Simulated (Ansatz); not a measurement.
The pair A = HCl (SMILES Cl) (first 2 atoms), B = CH4 (SMILES C); geometry from B3LYP-D3(BJ)/def2-TZVP.
(charge 0, multiplicity 1):
```xyz
7

Cl    -0.413    -0.347    -0.482
H     -0.291    -0.243     0.791
C     -0.044    -0.029     3.287
H     -0.974     0.447     2.977
H      0.057     0.063     4.368
H     -0.059    -1.085     3.021
H      0.803     0.463     2.809
```

Correlated levels freeze the cores.

Codes used: Ansatz (a program for electronic structure). 

Total energies (hartree), monomers frozen at their geometry in the pair:

```csv
structure,HF/aug-cc-pV(T+d)Z,PBE/def2-TZVPPD,CCSD(T)/aug-cc-pV(T+d)Z
AB,-500.3215069,-501.0949435,-500.7888673
A in the pair's basis,-460.1085406,-460.6292441,-460.3460656
B in the pair's basis,-40.2135320,-40.4643394,-40.4410284
A,-460.1085007,-460.6291190,-460.3456824
B,-40.2135160,-40.4642988,-40.4409013
```

Task: Work out the interaction energy without and with the counterpoise correction, and the superposition error, for each level.

Result: 
E(AB) − E(A) − E(B), times 627.509 kcal/mol, with the monomers in their own basis and then in the pair's basis:
- HF/aug-cc-pV(T+d)Z: 0.32 uncorrected, 0.35 corrected; the monomers gain 0.04 kcal/mol from borrowed functions
- PBE/def2-TZVPPD: -0.96 uncorrected, -0.85 corrected; the monomers gain 0.10 kcal/mol from borrowed functions
- CCSD(T)/aug-cc-pV(T+d)Z: -1.43 uncorrected, -1.11 corrected; the monomers gain 0.32 kcal/mol from borrowed functions
